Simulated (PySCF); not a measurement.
C2H4N3, SMILES c1nc[nH+][nH]1, charge +1. Geometry optimised at PBE-D3(BJ)/def2-SVP. The isomer is the one that the SMILES or the coordinates give; other isomers of the formula were not compared.

### Question
Give the equilibrium geometry at PBE-D3(BJ)/def2-SVP (PySCF confirms it by a frequency run) as Cartesian coordinates in Å, and its point group. (An estimate is asked for; the answer gives what the named calculation found.)

### Answer
point group C2v.
```xyz
9

C      0.0000    -1.0620    -0.4376
N      0.0000     0.0000    -1.2473
C      0.0000     1.0620    -0.4376
N      0.0000     0.6758     0.8576
N      0.0000    -0.6758     0.8576
H      0.0000    -2.1195    -0.7395
H      0.0000     2.1195    -0.7395
H      0.0000     1.2252     1.7279
H      0.0000    -1.2252     1.7279
```
Charge +1, spin multiplicity 1.
